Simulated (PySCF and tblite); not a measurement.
Computed ¹H and ¹³C shifts (ppm) of 4 molecules with 7 carbons each, averaged over conformers at 298.15 K: GIAO PBE0/pcSseg-1 (IEF-PCM, chloroform) on PBE0-D3(BJ)/def2-SVP geometries, unscaled, against TMS (¹H), TMS (¹³C) at the same level; H on other atoms than carbon is left out (PySCF, tblite).

P. ¹H: 2.36 (1H), 1.71 (2H), 1.65 (2H), 1.50 (2H), 1.40 (1H), 1.33 (1H), 1.30 (2H) ¹³C: 132.7 (1C), 32.1 (2C), 29.1 (1C), 27.9 (1C), 26.9 (2C)
Q. ¹H: 2.20 (2H), 2.12 (2H), 1.37 (2H), 1.11 (3H), 1.01 (3H) ¹³C: 88.9 (1C), 86.5 (1C), 26.4 (1C), 22.8 (1C), 16.8 (1C), 15.3 (1C), 15.2 (1C)
R. ¹H: 5.33 (1H), 5.23 (1H), 4.82 (1H), 2.39 (1H), 2.05 (1H), 1.84 (1H), 1.75 (1H), 1.57 (1H), 1.49 (1H), 1.41 (1H), 1.36 (1H) ¹³C: 159.2 (1C), 114.1 (1C), 94.4 (1C), 37.5 (1C), 35.9 (1C), 30.6 (1C), 25.6 (1C)
S. ¹H: 8.75 (1H), 7.86 (1H), 7.32 (1H), 7.28 (1H), 2.67 (2H), 1.37 (3H) ¹³C: 170.7 (1C), 156.4 (1C), 144.1 (1C), 128.8 (1C), 127.3 (1C), 35.6 (1C), 17.8 (1C)

The molecules:
1. C₇H₉N, SMILES CCc1ccccn1
2. C7H11F, SMILES C=C1CCCC[C@H]1F
3. C₇H₁₁N, SMILES N#CC1CCCCC1
4. C₇H₁₂, SMILES CCC#CCCC

(1) Which spectrum belongs to which molecule?

Unscaled shifts at such levels can be off by 15 ppm or more for ¹³C and 0.8 ppm for ¹H.

For scale, the study of CCc1ccccn1 took 81 s on 1 thread of Arm Neoverse V1, shared host (rough), launched as `OMP_NUM_THREADS=1 python ens_run.py task.json out`.

## Answers

(1) P is 3; Q is 4; R is 2; S is 1.

Assigned:
1. [CH3:1][CH2:2][c:3]1[cH:4][cH:5][cH:6][cH:7][n:8]1: ¹³C: 170.7 (C3), 156.4 (C7), 144.1 (C5), 128.8 (C4), 127.3 (C6), 35.6 (C2), 17.8 (C1) ppm.
2. [CH2:1]=[C:2]1[CH2:3][CH2:4][CH2:5][CH2:6][C@H:7]1[F:8]: ¹³C: 159.2 (C2), 114.1 (C1), 94.4 (C7), 37.5 (C6), 35.9 (C3), 30.6 (C4), 25.6 (C5) ppm.
3. [N:1]#[C:2][CH:3]1[CH2:4][CH2:5][CH2:6][CH2:7][CH2:8]1: ¹³C: 132.7 (C2), 32.1 (C4/C8), 29.1 (C3), 27.9 (C6), 26.9 (C5/C7) ppm.
4. [CH3:1][CH2:2][C:3]#[C:4][CH2:5][CH2:6][CH3:7]: ¹³C: 88.9 (C3), 86.5 (C4), 26.4 (C6), 22.8 (C5), 16.8 (C1), 15.3 (C7), 15.2 (C2) ppm.
